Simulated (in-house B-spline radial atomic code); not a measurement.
Radial electron density of Bi15+, [Xe] 4f14. Computed with a radial B-spline atomic code at the basis-set limit: Dirac-Hartree-Fock, average of configuration, Fermi nucleus of rms radius 5.5211 fm.

Columns: r (bohr), 4πr²n(r) (electrons per bohr), bar.

```
0.000441    3.962 #
0.000539    5.392 ##
 0.00066    7.324 ##
0.000807    9.871 ###
0.000987    13.23 ####
 0.00121    17.65 #####
 0.00148    23.28 #######
 0.00181    30.39 #########
 0.00221    39.09 ###########
  0.0027    49.58 ##############
 0.00331    61.97 ##################
 0.00404    75.42 #####################
 0.00495    89.68 #########################
 0.00605    103.1 #############################
  0.0074    114.1 ################################
 0.00905      121 ##################################
  0.0111    122.5 ###################################
  0.0135    118.9 ##################################
  0.0166    112.4 ################################
  0.0203    108.3 ###############################
  0.0248    111.5 ################################
  0.0303    124.4 ###################################
  0.0371    142.8 ########################################
  0.0453    155.3 ############################################
  0.0555    152.4 ###########################################
  0.0678    136.2 #######################################
   0.083    123.3 ###################################
   0.101      129 #####################################
   0.124    145.2 #########################################
   0.152    142.8 ########################################
   0.186    113.2 ################################
   0.227    86.73 #########################
   0.278     88.4 #########################
    0.34    99.28 ############################
   0.416     87.7 #########################
   0.509    58.13 ################
   0.622    34.57 ##########
   0.761    22.62 ######
   0.931     14.1 ####
    1.14    6.242 ##
    1.39    1.711 
     1.7   0.2479 
    2.08  0.01692 
    2.55 0.0004513 
    3.12 4.185e-06
```

On this grid the curve has 4 maxima, near 0.0111, 0.0453, 0.124, 0.34 bohr.

The 5p1/2 radial function P(r) = rR(r), positive near the nucleus, with its small component Q(r) (sign convention: Q ≈ (P' + κP/r)/2c):

| r (bohr) | P | Q |
| --- | --- | --- |
| 0.000241 | 0.00343 | 0.01044 |
| 0.000361 | 0.005134 | 0.01438 |
| 0.000539 | 0.007539 | 0.01963 |
| 0.000807 | 0.01112 | 0.02667 |
| 0.00121 | 0.01662 | 0.03593 |
| 0.00181 | 0.02526 | 0.04772 |
| 0.0027 | 0.03909 | 0.06205 |
| 0.00404 | 0.06181 | 0.07855 |
| 0.00605 | 0.09868 | 0.09508 |
| 0.00905 | 0.1557 | 0.1071 |
| 0.0135 | 0.2348 | 0.107 |
| 0.0203 | 0.3238 | 0.08501 |
| 0.0303 | 0.3646 | 0.03719 |
| 0.0453 | 0.2523 | -0.02427 |
| 0.0678 | -0.09222 | -0.06137 |
| 0.101 | -0.4717 | -0.03719 |
| 0.152 | -0.3328 | 0.02475 |
| 0.227 | 0.4484 | 0.03829 |
| 0.34 | 0.6666 | -0.006994 |
| 0.509 | -0.4555 | -0.02773 |
| 0.761 | -1.326 | -0.007871 |
| 1.14 | -0.8103 | 0.004258 |
| 1.7 | -0.1502 | 0.001598 |
| 2.55 | -0.005454 | 7.589e-05 |
